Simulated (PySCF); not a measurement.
Relaxation of sextet [RuCl2]+

Method: UPBE0 in PySCF with Ru def2-TZVP with ECP28, Cl def2-TZVP; scalar-relativistic core potentials, no spin–orbit coupling; density-fitted integrals. A (50,194) grid was used.

A hand-made bent start, of C2v symmetry, held to at least that symmetry:

```xyz
3
charge 1 multiplicity 6, angstrom
Ru    0.0000    0.0000   -0.5124
Cl    1.7982    0.0000    0.7467
Cl   -1.7982    0.0000    0.7467
```

Optimiser trace:
```json
{"step": "0", "E − E(last) (kJ/mol)": "14.95", "largest gradient (Eh/bohr)": "0.01606"}
{"step": "1", "E − E(last) (kJ/mol)": "9.90", "largest gradient (Eh/bohr)": "0.00859"}
{"step": "2", "E − E(last) (kJ/mol)": "2.82", "largest gradient (Eh/bohr)": "0.00436"}
{"step": "3", "E − E(last) (kJ/mol)": "0.52", "largest gradient (Eh/bohr)": "0.00492"}
{"step": "4", "E − E(last) (kJ/mol)": "0.11", "largest gradient (Eh/bohr)": "0.00255"}
{"step": "5", "E − E(last) (kJ/mol)": "0.00", "largest gradient (Eh/bohr)": "0.00033"}
{"step": "6", "E − E(last) (kJ/mol)": "0.00", "largest gradient (Eh/bohr)": "0.00004"}
```

It ends at C2v with Ru–Cl 2.174 Å (×2); Cl–Ru–Cl 138.7°. A frequency run shows a minimum. Other isomers or separated fragments may lie lower.

Final geometry:
Coordinates in bohr (charge 1 multiplicity 6):
```
Ru    0.0000    0.0000   -0.5894
Cl    3.8443    0.0000    0.8588
Cl   -3.8443    0.0000    0.8588
```

Other spin states or occupations of the open shell can lie lower.

The relaxation took 21 s on 4 threads of a shared Arm Neoverse V1 host, with 114 basis functions and 7 gradients; the process peaked at 0.61 GiB.
